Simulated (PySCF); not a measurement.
## Gas-phase thermal properties of HfO2

Computed with PySCF (xtb for GFN2) and rigid-rotor harmonic-oscillator thermochemistry at 1 bar. All species are closed-shell singlets. Hf: scalar-relativistic def2 core potential, no spin-orbit coupling. The harmonic model lacks anharmonicity and excited electronic states, which grow with temperature; levels with a mode under 35 cm⁻¹ are left out.

| level | point group | σ | ZPE (kJ/mol) | S°298 (J/mol/K) | Cp298 (J/mol/K) | S°1000 (J/mol/K) | H1000 − H298 (kJ/mol) |
|---|---|---|---|---|---|---|---|
| GFN2-xTB | C2v | 2 | 9.2 | 281.4 | 48.4 | 346.4 | 38.2 |
| PBE/def2-SVP | C2v | 2 | 11.9 | 276.6 | 45.2 | 339.3 | 37.1 |
| PBE0/def2-TZVP | C2v | 2 | 12.4 | 276.0 | 44.6 | 338.1 | 36.8 |
σ: rotational symmetry number. Electronic degeneracy used: 1. Frequencies are unscaled.
